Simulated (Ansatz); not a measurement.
`O[SiH2][InH][F]` → `[F][InH2]` + `O[SiH]` at 400 K and 1 bar (silylene formation by 1,1-elimination).

Calculated with Ansatz (gas phase, PBE0-D4/def2-TZVP geometries, no zero-point term in ΔE). CCSD(T)/CBS adds triple-zeta CCSD(T) − MP2 to the extrapolated MP2 energy (def2 sets, frozen cores). This one scheme is used for every species. Elements past krypton have def2 core potentials. For In outer-core shells are correlated without core-valence functions, which leaves a few kJ/mol of doubt a bond. One conformer a species, not always the lowest.

| species | CCSD(T)/CBS energy (Eh) | H − E (kJ/mol) | S (J/(mol·K)) |
| --- | --- | --- | --- |
| `O[SiH2][InH][F]` | -656.33295 | 136.3 | 386.1 |
| `[F][InH2]` | -290.81142 | 53.0 | 281.4 |
| `O[SiH]` | -365.43832 | 70.5 | 255.7 |

H − E and S are ideal-gas, rigid-rotor, harmonic terms from PBE0-D4/def2-TZVP, for one conformer and one mirror image of each species. 1 Eh = 2625.50 kJ/mol, R = 8.31446 J/(mol·K).

Q: By hand: ΔE, ΔH, ΔS and ΔG.

A: ΔE = (-290.81142) + (-365.43832) − (-656.33295) = 0.08321 Eh = 218.5 kJ/mol. Δ(H − E) = 53.0 + 70.5 − 136.3 = -12.8, so ΔH = 205.7 kJ/mol. ΔS = 281.4 + 255.7 − 386.1 = 151.0 J/(mol·K). ΔG = 205.7 − 400 × (151.0)/1000 = 145.3 kJ/mol.

Q: By hand: the equilibrium constant, and the temperature at which ΔG would vanish if ΔH and ΔS stayed fixed.

A: log₁₀ K = −ΔG/(RT ln 10) = -19.0. ΔG = 0 at ΔH/ΔS = 1362 K.

The number of gas molecules changes by +1, which sets the sign of ΔS. A doubt of 5 kJ/mol in ΔE shifts log₁₀ K by 0.7 here. Other conformers and mirror images would add mixing entropy, several J/(mol·K) or more a flexible species. Modes under 60 cm⁻¹, often nearly free rotors, make the harmonic entropy too high. These are equilibria of isolated gas molecules and say nothing of rates. Largest T1 diagnostic: 0.016 (customary marks: 0.02 for closed shells, 0.045 for open ones).
